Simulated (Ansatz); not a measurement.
A CCSD(T) single point on C$_{2}$H$_{9}$FSi$_{2}$ (`F[SiH2]CC[SiH3]`).

```yaml
crystal:
  periodic: [false, false, false]
  atoms:
    - {symbol: F, position_ang: [-2.405487, -0.055012, 0.230633]}
    - {symbol: Si, position_ang: [-1.482094, -1.133125, -0.517717]}
    - {symbol: C, position_ang: [0.248744, -1.092019, 0.167965]}
    - {symbol: C, position_ang: [1.109906, 0.122459, -0.199180]}
    - {symbol: Si, position_ang: [0.561360, 1.774898, 0.518658]}
    - {symbol: H, position_ang: [-2.095314, -2.466870, -0.293581]}
    - {symbol: H, position_ang: [-1.494287, -0.797733, -1.965457]}
    - {symbol: H, position_ang: [0.725463, -2.015216, -0.189674]}
    - {symbol: H, position_ang: [0.177609, -1.204500, 1.256507]}
    - {symbol: H, position_ang: [1.167415, 0.235169, -1.287796]}
    - {symbol: H, position_ang: [2.140747, -0.038146, 0.136336]}
    - {symbol: H, position_ang: [0.363811, 1.652415, 1.988587]}
    - {symbol: H, position_ang: [1.616449, 2.792025, 0.260512]}
    - {symbol: H, position_ang: [-0.707923, 2.239555, -0.098192]}
basis:
  gaussian: {orbitals: def2-TZVPP}
correlation: {method: ccsd_t}
```

```sh
$ ansatz run in.yaml --threads 4 --pin off --events-out ev --progress --plain --max-ram 10444MiB
```

The program prints (abridged):

```
Functional definition: HF
1744 factors; integrals over basis functions are off by at most 1.1e-3 eV
mean field evaluation 1: about -20633.9985 eV, gradient 3.9e1 eV
mean field evaluation 2: about -20634.2491 eV, gradient 4.0e1 eV
mean field evaluation 4: about -20638.2411 eV, gradient 4.2e0 eV
mean field evaluation 8: about -20638.3102 eV, gradient 2.5e-1 eV
mean field -20638.31046931 eV, -758.4439205979 hartree, gradient 6.1e-6 eV, S^2 0.000000; 0 other end points of the search recorded, 0 dependent functions left out
13 core orbitals not correlated: weight in the atoms' cores, before any rotation towards them, 1.000 or more for the frozen orbitals, at most 0.000 for the correlated occupied ones
reference -20638.31046931 eV, -758.4439205979 hartree; 16, 16 occupied and 274, 274 virtual orbitals, 1744 factors
second order -23.27781704 eV of doubles, -0.00000000 eV of singles
cycle   1  -24.19498242 eV  change   -9.2e-1 eV  update   1.0e-1
cycle   2  -24.80283393 eV  change   -6.1e-1 eV  update   3.1e-2
cycle   3  -24.92098851 eV  change   -1.2e-1 eV  update   1.5e-2
cycle   4  -24.91262282 eV  change    8.4e-3 eV  update   3.2e-3
cycle   5  -24.91111074 eV  change    1.5e-3 eV  update   1.2e-3
cycle   6  -24.91139570 eV  change   -2.8e-4 eV  update   3.4e-4
cycle   7  -24.91123205 eV  change    1.6e-4 eV  update   1.2e-4
cycle   8  -24.91119461 eV  change    3.7e-5 eV  update   3.7e-5
perturbative correction -0.84712299 eV, -0.0311311955 hartree
Total energy: -20664.06878691 eV, -759.3905213100 hartree
```

It took 15 min on 4 threads of an Arm Neoverse V1 on a shared host, with 3.9 GiB of host memory at the peak.

MP2 recovers 90.4 % of the CCSD(T) correlation energy and the triples give 3.3 %; T1 = 0.0108.
